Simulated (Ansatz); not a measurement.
Geometry optimisation, Ansatz 0.2.0, RKS PBE-D4/6-31G*.

Input:

```yaml
crystal:
  periodic: [false, false, false]
  atoms:
    - { symbol: O, position_ang: [0.9286, 2.3029, 1.4075] }
    - { symbol: Al, position_ang: [-0.1301, 0.827, 1.1799] }
    - { symbol: "N", position_ang: [-1.3464, 0.659, -0.3038] }
    - { symbol: C, position_ang: [-0.6434, -0.3102, -1.2196] }
    - { symbol: O, position_ang: [-0.3377, -1.5336, -0.5884] }
    - { symbol: Si, position_ang: [0.8026, -1.1402, 0.6723] }
    - { symbol: H, position_ang: [1.4114, 2.4325, 0.5515] }
    - { symbol: H, position_ang: [-2.1658, 0.2726, 0.0759] }
    - { symbol: H, position_ang: [-0.92362, -2.14034, -1.10673] }
    - { symbol: H, position_ang: [0.1513, 0.1332, -1.7287] }
    - { symbol: H, position_ang: [2.1543, -1.029, 0.1542] }
    - { symbol: H, position_ang: [0.7141, -2.1187, 1.7894] }
basis:
  gaussian: { orbitals: "6-31G*" }
hamiltonian:
  xc: pbe
  dispersion: d4
relax:
  f_tol: 0.02
  max_steps: 50
```

Launched with:

```bash
$ ansatz run input.yaml --threads 2 --pin off --max-ram 3072MiB --backend cpu --events-out ev --progress --plain --runs-dir out
```

**Question.** Where does it end, and by what steps?

**Answer.** The forces met the threshold. After 21 steps the energy has fallen by 3.326 eV; H9 moved furthest, 1.67 Å. Parted: C4–O5. Joined: Al2–C4.

| step | energy less start (eV) | largest force component (eV/Å) | accepted |
| --- | --- | --- | --- |
| 0 | 0.0000 | 4.617 | yes |
| 1 | -1.1865 | 3.175 | yes |
| 2 | -1.6921 | 1.139 | yes |
| 3 | -1.9120 | 0.995 | yes |
| 4 | -2.0640 | 2.344 | yes |
| 5 | -2.2052 | 2.846 | yes |
| 6 | -2.6676 | 1.213 | yes |
| 7 | -2.9566 | 0.558 | yes |
| 8 | -3.1233 | 0.692 | yes |
| 9 | -3.1975 | 0.615 | yes |
| 10 | -3.2486 | 0.646 | yes |
| 11 | -3.2761 | 0.734 | yes |
| 12 | -3.3036 | 0.156 | yes |
| 13 | -3.3027 | 0.256 | no |
| 14 | -3.3120 | 0.312 | yes |
| 15 | -3.3195 | 0.071 | yes |
| 16 | -3.3090 | 1.064 | no |
| 17 | -3.3232 | 0.045 | yes |
| 18 | -3.3241 | 0.292 | yes |
| 19 | -3.3252 | 0.074 | yes |
| 20 | -3.3255 | 0.063 | yes |
| 21 | -3.3257 | 0.015 | yes |

```xyz
12
Properties=species:S:1:pos:R:3
O 0.692 2.246 1.026
Al 0.017 0.762 0.433
N -1.710 0.970 -0.228
C -1.373 0.993 -1.508
O -0.113 -2.381 -0.470
Si 0.912 -1.499 0.548
H 1.651 2.289 1.190
H -2.693 1.145 -0.003
H 0.147 -3.314 -0.593
H -0.212 0.767 -1.549
H 2.352 -1.557 0.085
H 0.945 -2.066 1.951
```

Whether the end is a true minimum wasn't checked by a vibrational analysis.

Time of the run: 92 s on 2 threads of Intel(R) Xeon(R) Platinum 8259CL CPU @ 2.50GHz (Skylake/Cascade Lake) (shared host), peak memory 0.2 GiB.
